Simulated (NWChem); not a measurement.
BHOCl₂; SMILES OB(Cl)Cl

```xyz
5

B      0.3747     0.0315     0.0000
Cl    -0.4738    -1.5177     0.0000
Cl    -0.5386     1.5247     0.0000
O      1.7117     0.0926     0.0000
H      2.1328    -0.7747     0.0000
```
Atoms are numbered in this order, from 1.

Results from NWChem. Pople sets run with spherical d functions. STO-3G and 3-21G are far too small for this property and stand as cheap habits. Coordinates come from a PBE0/def2-SVP optimisation. GIAO values for the isolated, static molecule; σ is the absolute isotropic shielding, δ = σ(reference) − σ with the isolated reference molecule computed at the same levels (11B: boron trifluoride, 1H: tetramethylsilane, 17O: water).

Task: Order these runs by computing time, cheapest first, and give rough ratios: PBE0/pcSseg-2; Hartree-Fock/STO-3G; PBE/pcSseg-1.

Result: Hartree-Fock/STO-3G (1), PBE/pcSseg-1 (7), PBE0/pcSseg-2 (70). Ratios are rough, from one shared machine; the cheapest took roughly 4 core-seconds. What differs between the cheapest and the dearest: δ B1 (ppm) 26.6 → 26.2; σ Cl2 (ppm) 1061.5 → 775.6; σ Cl3 (ppm) 1076.5 → 792.0; δ O4 (ppm) 87.6 → 175.4.
